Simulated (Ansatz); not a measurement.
Program: Ansatz 0.2.0.

ClI$_{3}$Zr (`[Cl][Zr]([I])([I])[I]`). The species carries charge 0 and has multiplicity 1. Zr, I: def2 effective core potential. All single points use the PBE0-D4/def2-TZVP geometry.

```xyz
5

Cl    2.256   -0.223   -0.741
Zr    0.073   -0.007   -0.024
I     0.042    0.882    2.501
I    -1.220    1.734   -1.594
I    -1.150   -2.386   -0.142
```

(1) What is the dipole moment at B3LYP/def2-TZVPP? (Best estimate.)

(2) And with PBE, r2SCAN, ωB97M-V? (Estimate.)

(3) Give the Mulliken charges with B3LYP, ωB97M-V, PBE in def2-TZVPP. (An estimate is asked.)

Answers

(1) The calculation gave: 0.38 D, with components (-0.36, 0.04, 0.12) D in this frame, pointing from negative to positive charge.

(2) The calculation gave: PBE 0.40 D, r2SCAN 0.38 D, ωB97M-V 0.22 D.

(3) The calculation gave: 
```
atom  B3LYP  ωB97M-V    PBE
 Cl1  -0.23    -0.18  -0.21
 Zr2   0.54     0.34   0.45
  I3  -0.10    -0.05  -0.08
  I4  -0.10    -0.05  -0.08
  I5  -0.10    -0.05  -0.08
```

B3LYP here is the variant with VWN-RPA as its local correlation; programs differ in this.
